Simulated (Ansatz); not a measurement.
Total energies of `[F][SbH][SbH2]`.

```xyz
6

F    -1.477    0.460   -1.344
Sb   -1.421    0.179    0.561
Sb    1.293   -0.624    0.731
H    -0.931    1.791    0.896
H     0.925   -2.046   -0.141
H     1.612    0.240   -0.704
```

The species carries charge 0 and has multiplicity 1. Correlated methods include outer-core shells of Sb, which these sets cover unevenly. Sb: def2 effective core potential. Geometry: relaxed with PBE0-D4/def2-TZVP. Basis def2-TZVPP, Ansatz.

RPA on PBE orbitals: Hartree–Fock energy of these orbitals -579.71407 Eh, correlation -1.37931 Eh (frozen core).

```tsv
functional	energy without D4 (Eh)	D4 term (kJ/mol)
LDA (SPW92)	-580.83376	–
PBE	-582.11775	-14.8
BLYP	-582.11637	-31.2
r2SCAN	-582.36977	-3.1
B97M-V	-582.18494	–
PBE0	-582.13662	-12.6
B3LYP	-582.39214	-24.4
r2SCANh	-582.33743	-3.5
r2SCAN0	-582.29016	-3.9
BHLYP	-582.04801	-23.7
CAM-B3LYP	-582.17594	-13.2
LC-ωPBE	-582.22911	–
ωB97X-V	-582.14705	–
PBE-QIDH	-581.72105	–
```

(1) Give the same for revPBE, HSE06 (plane-wave form), ωB97M-V, B2PLYP. (An estimate is asked.)

B3LYP takes the VWN-RPA correlation (the form of Gaussian; ORCA's B3LYP/G). HSE06 is the plane-wave form, built on full-range PBE exchange. The double hybrids freeze the cores in their second-order part.

Answers

(1) Computed: 
```json
{"functional": "revPBE", "energy without D4 (Eh)": "-582.28427", "D4 term (kJ/mol)": "-35.2"}
{"functional": "HSE06 (plane-wave form)", "energy without D4 (Eh)": "-582.12881", "D4 term (kJ/mol)": "-12.0"}
{"functional": "ωB97M-V", "energy without D4 (Eh)": "-582.10882", "D4 term (kJ/mol)": "–"}
{"functional": "B2PLYP", "energy without D4 (Eh)": "-581.74733", "D4 term (kJ/mol)": "–"}
```

LC-ωPBE has ω = 0.4 bohr⁻¹.
